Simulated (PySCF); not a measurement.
B(F)(Cl)(NH2) (BClFH₂N), SMILES B(N)(F)Cl.

Coordinates come from a B3LYP-D3(BJ)/def2-SVP optimisation. The values are those of a single conformer.

The numbers are results of TDDFT-M06-2X/def2-SVPD run with PySCF, not measurements.

Vertical excitations. The molecule is in vacuum. State labels are in the subgroup Cs.

Computed lowest excited states:
```
state  symmetry  energy (eV)  λ (nm)      f                                                              main pairs
-----  --------  -----------  ------  -----  ----------------------------------------------------------------------
S1           A"         7.52     165  0.011                                                          HOMO→LUMO 89 %
S2           A'         8.45     147  0.049                                      HOMO−1→LUMO 63 %, HOMO→LUMO+2 28 %
S3           A"         8.53     145  0.000                                                      HOMO−1→LUMO+2 96 %
S4           A'         8.61     144  0.280                                      HOMO→LUMO+2 68 %, HOMO−1→LUMO 25 %
S5           A"         8.77     141  0.050                                      HOMO→LUMO+1 52 %, HOMO−2→LUMO 25 %
S6           A"         8.82     141  0.019                    HOMO→LUMO+4 40 %, HOMO→LUMO+3 36 %, HOMO−2→LUMO 11 %
S7           A"         9.41     132  0.019   HOMO−2→LUMO 37 %, HOMO→LUMO+4 25 %, HOMO→LUMO+1 18 %, HOMO→LUMO+3 7 %
S8           A'         9.61     129  0.000                                  HOMO−1→LUMO+1 60 %, HOMO−1→LUMO+4 23 %
S9           A"         9.63     129  0.002  HOMO→LUMO+3 38 %, HOMO−2→LUMO 20 %, HOMO→LUMO+4 16 %, HOMO→LUMO+1 10 %
S10          A'         9.74     127  0.075                                                      HOMO−2→LUMO+2 87 %
T1           A'         7.09     175      0                                                        HOMO→LUMO+2 84 %
T2           A"         7.37     168      0                                                          HOMO→LUMO 84 %
T3           A'         8.36     148      0                                                        HOMO−1→LUMO 80 %
T4           A"         8.43     147      0                                                      HOMO−1→LUMO+2 95 %
```
Triplets are in the Tamm–Dancoff approximation, which puts them higher than full response would, so one can lie above its singlet here.
